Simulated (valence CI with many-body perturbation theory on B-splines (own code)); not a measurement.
## Sensitivity of CI+MBPT for Pt45+

Computed by valence CI with perturbative core correlation (CI+MBPT): five valence electrons over a frozen Dirac-Fock core [Ar] 3d10, radial functions for each j: 6 s, 6 p, 5 d, 3 f, 1 g, with the one-electron correlation potential Σ1 (screened to all orders), the two-electron term Σ2, the three-electron term Σ3, Breit, model QED; selected single and double excitations, second order for the rest, scaled by the run's own slope (own B-spline code, finite nucleus).

No measured spectrum was set against this ion. As an estimate, large intervals hold to a few tenths of a per cent, small ones and those within an open d or f shell to about a per cent. Among the levels kept, up to 370 cm⁻¹ of a level comes from second order outside the variational space, and about a tenth of that is noise between levels of different J, which matters for small intervals.

The reference run has the lowest level (4s^2 4p1/2^2 4p3/2) J=3/2 and an ionisation energy of 2351.74 eV. Its largest variational space holds 9999 state functions.

Levels are named by their leading jj configuration (3d3/2^4 stands for four electrons in 3d with j = 3/2), which in mixed levels can hold well under half, so a name can repeat and another be missing. Letters in brackets count levels of one name in rising energy.

Changed runs:
A. highest l with Σ1, explicit Σ2 and valence Breit (higher l get mean screening factors) 3 → 2; shift of the energy in Σ1 (hartree) 0 → 13.889
B. selection threshold (hartree) 2e-08 → 2e-07; natural orbitals for correlation on → off
C. selection threshold (hartree) 2e-08 → 1e-06
D. start configuration 4s2 4p3 → 4s2 5p3 (bad on purpose)

Excitation energies of the reference run in cm⁻¹, and shifts in cm⁻¹:

```csv
Level,Reference,A,B,C
(4s^2 4p1/2 4p3/2^2) J=3/2,966174,+130,-376,-0.7
(4s^2 4p1/2 4p3/2^2) J=5/2,1013750,+146,-29,-0.7
(4s^2 4p1/2 4p3/2^2) J=1/2,1073730,+199,+280,+0.1
(4s^2 4p1/2^2 4d3/2) J=3/2,1357740,+88,+158,+0.3
(4s^2 4p1/2^2 4d5/2) J=5/2,1621850,+184,+63,+0.6
(4s 4p1/2^2 4p3/2^2) J=5/2,1852900,+41,-308,+0.1
(4s 4p1/2^2 4p3/2^2) J=1/2,1973670,+87,+98,-0.8
(4s 4p1/2^2 4p3/2^2) J=3/2,1989890,+68,+12,-0.9
(4s^2 4p3/2^3) J=3/2,2048570,+323,-54,-0.5
(4s^2 4p1/2 4p3/2 4d3/2) J=5/2 [a],2317760,+227,-241,-0.2
(4s^2 4p1/2 4p3/2 4d3/2) J=3/2 [a],2321870,+212,-360,0
(4s^2 4p1/2 4p3/2 4d3/2) J=1/2 [a],2323660,+217,-415,-0.3
Ionisation energy (eV),2351.74,+0.22,-0.18,+0.00015
```

Run D: It gave no result: the start configuration must fill the lowest shells above the core. The program said: "5p is not the lowest shell of its kind above the core".
